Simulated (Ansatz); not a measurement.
**Question.** Name a neutral molecule of C, Cl, Ge, Se and H with HOMO–LUMO gap (PBE/def2-TZVPP) between 4.10 and 4.40 eV and size of the dipole moment (PBE/def2-TZVPP) between 1.55 and 1.85 D (Ansatz, PBE0-D4/def2-TZVP geometry).

**Answer.** `C[Se][GeH2][Cl]` (4.15 eV, 1.72 D). Other molecules can fit too; these were computed, each in one conformer that needn't be the lowest.
